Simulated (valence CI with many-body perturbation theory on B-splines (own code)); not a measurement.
**Sn XXXVI: magnetic and hyperfine properties of the levels**

Calculated by relativistic CI+MBPT: five valence electrons over a frozen Dirac-Fock core [Ne], a basis of 11 s, 11 p, 10 d, 8 f, 5 g, 2 h functions for each j, with the one-electron correlation potential Σ1 (screened to all orders), the two-electron term Σ2, the three-electron term Σ3, Breit, model QED; selected single and double excitations, second order for the rest, scaled by the run's own slope (own B-spline code, finite nucleus).

No measured spectrum was set against this ion. As an estimate, large intervals hold to a few tenths of a per cent, small ones and those within an open d or f shell to about a per cent. Among the levels kept, up to 4300 cm⁻¹ of a level comes from second order outside the variational space, and about a tenth of that is noise between levels of different J, which matters for small intervals.

A/g_I is the dipole constant over the nuclear g factor μ/I (μ in nuclear magnetons, uniformly magnetised nucleus), B/Q the quadrupole constant per barn. Both hold the static response of the core; the bare values leave it out. Large factors of s and p1/2 electrons are usually good to 5 to 10 %; those of open d and f shells near neutrality can be off by tens of per cent, and small factors of p3/2, d and f electrons come from cancelling terms and can be off by a factor of two or in sign, in half-filled shells by more. B is blank for J = 1/2, where it vanishes, and for nearly pure S terms. Energies count from the lowest level.

Levels are named by their leading jj configuration (3d3/2^4 stands for four electrons in 3d with j = 3/2), which in mixed levels can hold well under half, so a name can repeat and another be missing. Letters in brackets count levels of one name in rising energy.

| Level | E (cm⁻¹) | g | A/g_I (MHz) | A/g_I bare | B/Q (MHz/b) | B/Q bare |
| --- | --- | --- | --- | --- | --- | --- |
| (3s^2 3p1/2^2 3p3/2) J=3/2 | 0 | 1.429 | 48100 | 48300 | 83300 | 81600 |
| (3s^2 3p1/2 3p3/2^2) J=3/2 | 386590 | 1.418 | 1540 | 2840 | 24800 | 24300 |
| (3s^2 3p1/2 3p3/2^2) J=5/2 | 445790 | 1.195 | 108000 | 106000 | -303 | -294 |
| (3s^2 3p1/2 3p3/2^2) J=1/2 | 518850 | 0.659 | 327000 | 318000 |  |  |
| (3s^2 3p3/2^3) J=3/2 | 912140 | 1.275 | 55600 | 55200 | -108000 | -106000 |
| (3s^2 3p1/2^2 3d3/2) J=3/2 | 1097100 | 0.823 | 15400 | 16500 | -2130 | -1160 |
| (3s 3p1/2^2 3p3/2^2) J=5/2 | 1117000 | 1.484 | 196000 | 193000 | 20600 | 20400 |
| (3s^2 3p1/2^2 3d5/2) J=5/2 | 1287000 | 1.204 | 42900 | 43000 | 40000 | 40200 |
| (3s 3p1/2^2 3p3/2^2) J=1/2 | 1293000 | 2.272 | 833000 | 811000 |  |  |
| (3s 3p1/2^2 3p3/2^2) J=3/2 | 1308400 | 1.156 | -59500 | -55900 | -24200 | -23600 |
| (3s^2 3p1/2 3p3/2 3d3/2) J=5/2 [a] | 1488200 | 0.974 | 87800 | 86600 | -19600 | -18800 |
| (3s^2 3p1/2 3p3/2 3d3/2) J=3/2 [a] | 1488800 | 0.953 | 68300 | 67800 | -61700 | -60500 |
| (3s^2 3p1/2 3p3/2 3d3/2) J=1/2 [a] | 1496500 | 0.268 | 109000 | 107000 |  |  |
| (3s 3p1/2 3p3/2^3) J=3/2 [a] | 1523900 | 1.445 | 118000 | 116000 | -54200 | -53000 |
| (3s^2 3p1/2 3p3/2 3d3/2) J=7/2 | 1542900 | 1.091 | 76300 | 75600 | 60000 | 59600 |
| (3s^2 3p1/2 3p3/2 3d5/2) J=5/2 [a] | 1583800 | 1.195 | 171000 | 167000 | -104000 | -101000 |
| (3s^2 3p1/2 3p3/2 3d5/2) J=7/2 [a] | 1591900 | 1.307 | -5150 | -3580 | 107000 | 106000 |
| (3s^2 3p1/2 3p3/2 3d5/2) J=9/2 | 1651700 | 1.217 | 57700 | 57400 | 68700 | 68700 |
| (3s^2 3p1/2 3p3/2 3d3/2) J=5/2 [b] | 1674900 | 1.309 | 36600 | 37300 | 30900 | 30500 |
| (3s^2 3p1/2 3p3/2 3d3/2) J=1/2 [b] | 1690000 | 1.271 | 91500 | 89400 |  |  |
| (3s^2 3p1/2 3p3/2 3d5/2) J=3/2 [a] | 1706000 | 1.150 | -1320 | 177 | -55800 | -54500 |
| (3s^2 3p1/2 3p3/2 3d3/2) J=3/2 [b] | 1716100 | 1.283 | -9280 | -7120 | 3940 | 3520 |
| (3s^2 3p1/2 3p3/2 3d3/2) J=1/2 [c] | 1760700 | 1.893 | 571 | 3520 |  |  |
| (3s^2 3p1/2 3p3/2 3d3/2) J=5/2 [c] | 1761000 | 1.182 | 97400 | 96000 | -30800 | -29800 |
| (3s^2 3p1/2 3p3/2 3d5/2) J=7/2 [b] | 1762400 | 1.067 | 66300 | 65500 | 45900 | 46000 |
| (3s^2 3p1/2 3p3/2 3d5/2) J=3/2 [b] | 1822500 | 1.043 | 91600 | 90100 | -5000 | -4810 |
| (3s^2 3p1/2 3p3/2 3d5/2) J=5/2 [b] | 1828700 | 1.191 | 48700 | 48500 | 12900 | 13200 |
| (3s 3p1/2 3p3/2^3) J=3/2 [b] | 1866900 | 1.157 | 100000 | 99000 | 28900 | 28400 |
| (3s^2 3p1/2 3p3/2 3d5/2) J=1/2 | 1912900 | 1.142 | -3450 | -2590 |  |  |
| (3s^2 3p3/2^2 3d5/2) J=7/2 | 2050400 | 1.259 | 29200 | 29800 | 21200 | 21300 |
| (3s^2 3p3/2^2 3d5/2) J=1/2 | 2053300 | 1.245 | 173000 | 169000 |  |  |
| (3s^2 3p3/2^2 3d5/2) J=9/2 | 2073800 | 1.219 | 32100 | 32500 | 74900 | 74700 |
| (3s^2 3p3/2^2 3d3/2) J=1/2 | 2099900 | 1.563 | 35900 | 35900 |  |  |
| (3s^2 3p3/2^2 3d3/2) J=5/2 | 2100100 | 1.199 | 74700 | 74100 | -27100 | -26800 |
| (3s^2 3p3/2^2 3d3/2) J=3/2 [a] | 2104000 | 1.156 | 28000 | 28600 | -34200 | -34000 |
| (3s^2 3p3/2^2 3d3/2) J=7/2 | 2129900 | 1.093 | 44100 | 44200 | 8270 | 9290 |
| (3s^2 3p3/2^2 3d3/2) J=3/2 [b] | 2206000 | 0.972 | 28000 | 28900 | 22500 | 22700 |
| (3s 3p1/2^2 3p3/2 3d3/2) J=5/2 [a] | 2218600 | 1.376 | 163000 | 160000 | 19100 | 18500 |
| (3s^2 3p3/2^2 3d5/2) J=5/2 [a] | 2220300 | 1.203 | 15800 | 16700 | 129000 | 127000 |
| (3s 3p1/2^2 3p3/2 3d3/2) J=3/2 [a] | 2226100 | 1.485 | 158000 | 156000 | -5490 | -5970 |

Question: Take the isotope of mass number 117, with I = 1/2, μ = -0.9995 μN. What is the hyperfine structure of (3s^2 3p1/2 3p3/2^2) J=5/2?

Answer: From the table A = -216000 MHz. Shifts from the centre of gravity in MHz: F = 2: 378000, F = 3: -270000.
